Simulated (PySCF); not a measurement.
Compound: C₂H₇F₃N₂Si.
Z-matrix (Å and degrees, GFN2-xTB geometry), rows numbered from 1:
```
N 
Si  1  1.7199
N   2  1.7331  1  101.30
C   3  1.4252  2  122.23  1  -173.57
C   4  1.5296  3  113.10  2   -76.17
F   5  1.3400  4  112.75  3    68.87
F   5  1.3414  4  111.99  3   -51.35
F   5  1.3440  4  112.06  3  -171.00
H   1  1.0056  2  117.87  3  -175.64
H   1  1.0075  2  118.47  3    48.12
H   2  1.4618  1  105.15  3   123.00
H   2  1.4696  1  118.64  3  -111.95
H   3  1.0098  2  115.74  1    43.67
H   4  1.0923  3  109.55  2    42.98
H   4  1.0968  3  111.34  2   163.73
```

The closed-shell SCF was solved with PySCF and density fitting under several settings on one GFN2-xTB geometry (grid level 2 and gas phase unless stated).

```
     settings  basis functions  SCF cycles     E (Eh)  HOMO (eV)  LUMO (eV)  dipole (D)
PBE0/pcSseg-1              178          12  -778.3352      -7.38       0.84        2.74
    KT2/6-31G               90          13  -788.2814      -5.69      -0.05        2.76
PBE0/6-311G**              194          13  -778.5298      -7.29       0.74        2.73
```

Question: Estimate the row for these settings: PW91/pcSseg-0, fitting basis def2-qzvpp-jkfit.

Answer: 
```
                                     settings  basis functions  SCF cycles     E (Eh)  HOMO (eV)  LUMO (eV)  dipole (D)
PW91/pcSseg-0, fitting basis def2-qzvpp-jkfit               90          11  -777.3790      -5.62       0.19        2.58
```

Question: Over all rows, what range does the HOMO–LUMO gap span?

Answer: From 5.64 eV (KT2/6-31G) to 8.22 eV (PBE0/pcSseg-1). The functional of the narrowest has no exact exchange, that of the widest 25 % exact exchange.

Question: And the dipole moment?

Answer: From 2.58 D (PW91/pcSseg-0, fitting basis def2-qzvpp-jkfit) to 2.76 D (KT2/6-31G); the largest is 1.07 times the smallest, and the median is 2.74 D.

Question: Compare two rows with the functional PBE0: PBE0/6-311G** and PBE0/pcSseg-1. Which energy is lower, and by how much?

Answer: PBE0/6-311G** (194 functions) lies 0.1946 Eh or 122 kcal/mol below PBE0/pcSseg-1 (178 functions).

Cycle counts include a coarse-grid stage where the run had one. All basis functions are spherical, in the Pople sets too. KT2 was designed for NMR shieldings or shifts; total energies of different functionals aren't comparable.

One conformer stands for the species.
